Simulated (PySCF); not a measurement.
Computed shifts of a molecule C2H6OSi2, PBE/pcSseg-1 (PySCF), GIAO, gas phase, atoms alike by connectivity averaged where their shifts nearly agree, in ppm (number of nuclei): ¹³C: 106.3 (1), 81.9 (1). ²⁹Si: -30.4 (1), -99.9 (1). ¹H: 5.74 (1), 5.54 (1), 4.54 (1), 4.45 (1), 2.72 (1), 1.34 (1). References: ¹³C against TMS (σ = 182.0 ppm); ²⁹Si against TMS (σ = 335.4 ppm); ¹⁷O against H2O (σ = 334.3 ppm); ¹H against TMS (σ = 31.49 ppm), references at their B3LYP-D3(BJ)/def2-TZVP geometries, non-relativistic. The structure is a stationary point at ωB97X-D3(BJ)/def2-SVP. One conformer was computed; it need not be the lowest.

Task: Identify the compound among the candidates.
A. O[SiH2]C#C[SiH3]
B. O=C1C[SiH2][SiH2]1
C. [SiH3]C1=CO[SiH2]1
D. C#C[SiH2][SiH2]O

Result: D, C#C[SiH2][SiH2]O
